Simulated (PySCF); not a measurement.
A GIAO shielding run with PySCF (density fitting, non-relativistic, gas phase) on `N([SiH2][C@H](C(C)C)C)(C)C`, C7H19NSi:

```
$ OMP_NUM_THREADS=1 python probes_run.py task.json out

{"job": {"kind": "nmr", "xc": "B3LYP", "basis": "pcSseg-1", "pop": false}, "charge": 0, "multiplicity": 1}
C     -1.773773    -0.548411     1.106975
C     -1.324620     0.809519     0.575686
C     -2.466531     1.820514     0.635136
C     -0.695959     0.730285    -0.831428
C     -1.600498     0.138618    -1.914456
Si     0.981563    -0.152356    -0.847318
N      2.010060     0.443175     0.426131
C      2.937447    -0.402562     1.131432
C      2.322473     1.846408     0.514567
H     -0.953412    -1.283747     1.103095
H     -2.599599    -0.964934     0.508257
H     -2.134789    -0.460588     2.143316
H     -0.528276     1.171833     1.250889
H     -2.138403     2.817583     0.301092
H     -2.852154     1.921336     1.661993
H     -3.313312     1.516220    -0.001841
H     -0.457756     1.769126    -1.134620
H     -2.565215     0.666693    -1.981934
H     -1.127475     0.205167    -2.907106
H     -1.821632    -0.925400    -1.732418
H      0.859596    -1.626116    -0.619446
H      1.548373     0.042405    -2.230164
H      2.981028    -0.130592     2.203443
H      2.626755    -1.455860     1.069797
H      3.973132    -0.334271     0.737414
H      3.300656     2.100977     0.055926
H      1.554761     2.454269     0.010728
H      2.360376     2.179398     1.569159
```

Hardware: 1 thread of an Intel Xeon, shared host.

Question: How large is the calculation?

Answer: 82 electrons, 255 basis functions and 1336 auxiliary functions.

Question: How long does it take, and how much memory does it need?

Answer: 2.7 min of wall time, with 14 SCF cycles and 4 response iterations; peak memory 1.3 GiB. Times on a shared host scatter by some tens of per cent.

Question: And these other runs on the same molecule and hardware: GIAO shielding at PBE0/pcSseg-1?

Answer: PBE0/pcSseg-1: 255 functions, 2.9 min.
